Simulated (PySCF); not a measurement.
Job for PySCF: R-HF/3-21G on C2H6O (a complex), monomers drawn apart or pushed together.

```python
from pyscf import gto, scf, dft, mp
from pyscf.data.elements import chemcore

mol = gto.M(
    atom='''
    C     0.13631089    0.14782572   -0.19393894
    H    -0.86372106    0.55475764   -0.04579590
    H     0.82235242    0.58571681    0.52953990
    H     0.11510911   -0.93379335   -0.06693690
    H     0.47309810    0.38527346   -1.20189512
    C    -0.76180252   -0.26785048    3.58989970
    O     0.20979178   -0.17245141    4.28582771
    H    -1.08084520   -1.23422449    3.15415145
    H    -1.39582597    0.60546690    3.34273817
    ''',
    basis='3-21g',
    charge=0, spin=0, verbose=3, max_memory=1800)
mf = scf.RHF(mol)
mf.conv_tol = 1e-8
mf.max_cycle = 100
mf.kernel()
if not mf.converged:
    mf = mf.newton().run(mf.mo_coeff, mf.mo_occ)
```

**Question.** Give the final energy of this run.

**Answer.** -153.1980 hartree.
